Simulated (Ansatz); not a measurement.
Computed with Ansatz on PBE0-D4/def2-TZVP structures; ΔE is electronic, products minus reactants. CCSD(T)/CBS adds triple-zeta CCSD(T) − MP2 to the extrapolated MP2 energy (def2 sets, frozen cores). This one scheme is used for every species. Functionals use def2-TZVPP. B3LYP here is the variant with VWN-RPA as its local correlation; programs differ in this. For Se outer-core shells are correlated without core-valence functions, which leaves a few kJ/mol of doubt a bond. Scalar relativity is left out up to krypton. Each species was taken in one conformer, which may not be the lowest.

Consider the formal exchange of groups at the Se–Si bond: `C=C[Se][Si](F)(F)F` + CH₃OH → `C=C[Se]CO` + `F[SiH](F)F`.

```
             species  B3LYP-D4 energy (Eh)
`C=C[Se][Si](F)(F)F`           -3069.05318
               CH₃OH            -115.78095
         `C=C[Se]CO`           -2594.80133
        `F[SiH](F)F`            -590.00312
```

(1) Work out ΔE.

Largest T1 diagnostic among the species: 0.012.

Results:

(1) ΔE = (-2594.80133) + (-590.00312) − (-3069.05318) − (-115.78095) = 0.02968 Eh = +18.6 kcal/mol. CCSD(T)/CBS gives +18.7 kcal/mol.

The D4 term adds +1.6 kcal/mol with B3LYP and +0.9 kcal/mol with PBE0; it sums over pairs of atoms, weighted by their polarisabilities, and B3LYP, whose exchange is more repulsive, gets the larger term. In def2-TZVPP, CCSD(T) changes the Hartree–Fock value by −2.0 kcal/mol (the triples alone add −0.5 kcal/mol) and MP2 by −2.0 kcal/mol. From PBE to PBE0 (25 % exact exchange), in def2-TZVPP and without D4, ΔE moves by +1.6 kcal/mol.
